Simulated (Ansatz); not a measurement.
Ansatz (a first-principles code) input (B3LYP/6-31G*):

Ansatz 0.2 input:
```yaml
crystal:
  periodic: [false, false, false]
  atoms:
    - {symbol: F, position_ang: [0.99757942, -0.20918831, 1.66662559]}
    - {symbol: C, position_ang: [0.84145322, -0.31703129, 0.44081806]}
    - {symbol: C, position_ang: [-0.30416606, 0.08958533, -0.33104633]}
    - {symbol: F, position_ang: [-0.23441860, 1.15917605, -1.01249500]}
    - {symbol: F, position_ang: [-1.12135226, -0.79835710, -0.72731174]}
basis:
  gaussian:
    orbitals: 6-31G*
hamiltonian:
  xc: {name: B3LYP}
total_charge: 1
phonons: {temperatures: {t_min: 298.15, t_max: 298.15, t_step: 100}}
```

**Question.** Which harmonic wavenumbers does it give?

**Answer.** 152, 304, 456, 460, 618, 805, 1383, 1502, 1660 cm⁻¹ (unscaled; negative means imaginary).
